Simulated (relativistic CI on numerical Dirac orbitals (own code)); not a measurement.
## How well does a small relativistic CI reproduce Ar5+?

Method of calculation: Dirac-Coulomb-Breit CI, orbitals from a KLI potential per configuration, a model potential for QED, valence Slater integrals scaled by 0.9, configuration energies shifted to the measured levels that pair with them (semi-empirical) (own radial code, finite nucleus).

Configurations in the expansion (outside the closed core [Ne]): 3s2.3p, 3s.3p2, 3s2.3d, 3p3, 3s.3p.3d, 3s2.4s, 3s.3p.4s, 3s2.4d, 3s2.5d, 3p.3d2, 3p2.3d, 3s2.4p, 3s.3d2, 3p2.4s, 3s2.4f, 3p2.4p, 3s.3d.4s, 3s2.5s, 3s.3p.4p, 3s2.5p, 3s.3d.4p, 3s2.5f, 3s2.5g, 3s.3p.4d, 3p.3d.4s, 3s.4s2, 3s.3p.4f, 3p.3d.4p, 3s.4s.4p, 3s.3p.5s. Levels of other configurations are missing.

```
Configuration  Term (tabulated)    J  Measured (cm⁻¹)  Computed  Error  Purity (%)
       3s2.3p               2P°  1/2              0.0         0      0          96
       3s2.3p               2P°  3/2           2207.9      2181    -27          96
       3s.3p2                4P  1/2         100157.5    100181     23          99
       3s.3p2                4P  3/2         100957.6    100967     10          99
       3s.3p2                4P  5/2         102191.6    102182    -10          99
       3s.3p2                2D  3/2         132462.7    132651    189          85
       3s.3p2                2D  5/2         132574.7    132761    187          85
       3s.3p2                2S  1/2         169803.9    169268   -536          97
       3s.3p2                2P  1/2         182182.1    181568   -614          95
       3s.3p2                2P  3/2         183577.3    182942   -636          95
       3s2.3d                2D  3/2         218595.9    218610     14          83
       3s2.3d                2D  5/2         218655.8    218646    -10          83
          3p3               2D°  3/2         260068.7    260346    278          65
          3p3               2D°  5/2         260272.9    260552    279          65
          3p3               4S°  3/2         270511.8    270233   -279          98
          3p3               2P°  3/2         294086.0    294087      1          75
          3p3               2P°  1/2         294101.3    294096     -5          76
     3s.3p.3d               4P°  5/2         316351.0    315296  -1055          96
     3s.3p.3d               4P°  3/2         316974.0    315926  -1048          95
     3s.3p.3d               4P°  1/2         317459.0    316394  -1065          97
     3s.3p.3d               4D°  1/2         319273.0    318881   -392          97
     3s.3p.3d               4D°  3/2         319539.0    319115   -424          95
     3s.3p.3d               4D°  5/2         319771.0    319351   -420          96
     3s.3p.3d               4D°  7/2         319905.0    319507   -398          99
     3s.3p.3d               2D°  5/2         328960.4    328958     -3          79
     3s.3p.3d               2D°  3/2         328992.0    328994      2          79
       3s2.4s                2S  1/2         342302.0    342302      0          96
     3s.3p.3d               2F°  5/2         344309.8    346141   1831          98
     3s.3p.3d               2F°  7/2         346076.0    347879   1803          99
     3s.3p.3d               2P°  3/2         375657.8    376543    885          79
     3s.3p.3d               2F°  7/2         376421.0    378279   1858          95
     3s.3p.3d               2F°  5/2         376905.0    378768   1863          95
     3s.3p.3d               2D°  3/2         395494.0    396536   1042          72
     3s.3p.3d               2D°  5/2         395807.0    396798    991          81
     3s.3p.4s               4P°  1/2         454096.0    454109     13          99
       3s2.4d                2D  3/2         454751.0    454759      8          97
       3s2.4d                2D  5/2         454807.0    454799     -8          97
     3s.3p.4s               4P°  3/2         454874.0    454874      0          98
     3s.3p.4s               4P°  5/2         456280.0    456253    -27          99
```

Measured levels from Saloman, J. Phys. Chem. Ref. Data 39, 033101 (2010); pairs were made by configuration, J and term (by order where the table uses no LS term), so strongly mixed levels may be paired wrongly.

Mean error by configuration (cm⁻¹): 3s2.3p -27; 3s.3p2 -173; 3s2.3d 2; 3p3 55; 3s.3p.3d 342; 3s2.4s 0; 3s.3p.4s -5; 3s2.4d 0. Over the excited levels the mean absolute error is 480 cm⁻¹ (38 of the 42 excited levels that our extract of the source holds in range could be paired, and the others can miss by more), and the median relative error of those above 1,000 cm⁻¹ is 0.12 %, both after the shifts were fitted to these levels, so that a configuration with one level shows no error.

Configurations whose levels could be paired with our table of measured levels were shifted onto them, all but the ground configuration, by the median error of their levels; single terms can still be off by 1,000 to 2,000 cm⁻¹ or more, and rates follow the energies as ν³ (E1, M1) or ν⁵ (E2). The others borrow a shift and can be off by several thousand cm⁻¹ or more. 38 of the 42 excited levels that our extract of the measured tables holds in this range could be paired (the sources list more); they are missed by 480 cm⁻¹ on average and 1863 at most, after the shifts were fitted to these levels, and levels without a partner can miss by more.

Shifts applied (cm⁻¹): 3s2.3p 0; 3s.3p2 -371; 3s2.3d -4491; 3p3 -2819; 3s.3p.3d -2864; 3s2.4s -3542; 3s.3p.4s -1490; 3s2.4d -13515.
